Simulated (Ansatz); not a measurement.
Geometry optimisation, RKS PBE-D4/def2-SVP (Ansatz 0.2.0).

Input:

```yaml
crystal:
  periodic: [false, false, false]
  atoms:
    - { symbol: Si, position_ang: [-0.8045, 0.9917, 0.3646] }
    - { symbol: C, position_ang: [-0.0481, -0.5948, -0.0708] }
    - { symbol: S, position_ang: [0.9264, -1.203, 1.2768] }
    - { symbol: Sb, position_ang: [1.9704, -0.3398, -0.8823] }
    - { symbol: H, position_ang: [0.1255, 1.9181, 0.9833] }
    - { symbol: H, position_ang: [-1.3458, 1.6844, -0.8811] }
    - { symbol: H, position_ang: [-1.9526, 0.8001, 1.2709] }
    - { symbol: H, position_ang: [-0.6416, -1.3521, -0.5481] }
    - { symbol: H, position_ang: [1.37006, -2.17716, 2.14777] }
basis:
  gaussian: { orbitals: def2-SVP }
hamiltonian:
  xc: pbe
  dispersion: d4
relax:
  f_tol: 0.02
  max_steps: 50
```

Run as:

```bash
$ ansatz run input.yaml --threads 2 --pin off --max-ram 3072MiB --backend cpu --events-out ev --progress --plain --runs-dir out
```

Where does it end, and by what steps?

The run converged. After 9 steps the energy has fallen by 1.861 eV; H9 moved furthest, 0.73 Å.

```json
{"step": "0", "energy less start (eV)": "0.0000", "largest force component (eV/Å)": "2.483", "accepted": "yes"}
{"step": "1", "energy less start (eV)": "-1.0227", "largest force component (eV/Å)": "1.619", "accepted": "yes"}
{"step": "2", "energy less start (eV)": "-1.4741", "largest force component (eV/Å)": "1.268", "accepted": "yes"}
{"step": "3", "energy less start (eV)": "-1.7105", "largest force component (eV/Å)": "1.267", "accepted": "yes"}
{"step": "4", "energy less start (eV)": "-1.8248", "largest force component (eV/Å)": "0.943", "accepted": "yes"}
{"step": "5", "energy less start (eV)": "-1.8497", "largest force component (eV/Å)": "0.445", "accepted": "yes"}
{"step": "6", "energy less start (eV)": "-1.8596", "largest force component (eV/Å)": "0.088", "accepted": "yes"}
{"step": "7", "energy less start (eV)": "-1.8602", "largest force component (eV/Å)": "0.059", "accepted": "yes"}
{"step": "8", "energy less start (eV)": "-1.8607", "largest force component (eV/Å)": "0.051", "accepted": "yes"}
{"step": "9", "energy less start (eV)": "-1.8609", "largest force component (eV/Å)": "0.007", "accepted": "yes"}
```

```xyz
9
Properties=species:S:1:pos:R:3
Si -0.875 1.044 0.365
C 0.056 -0.576 0.099
S 1.254 -0.959 1.465
Sb 2.039 -0.440 -0.928
H 0.043 2.018 1.046
H -1.291 1.573 -0.980
H -2.118 0.860 1.208
H -0.560 -1.470 -0.124
H 1.052 -2.322 1.509
```

The run took 12 s on 2 threads of INTEL(R) XEON(R) PLATINUM 8581C CPU @ 2.30GHz (Emerald Rapids), on a shared host, peak memory 0.18 GiB.
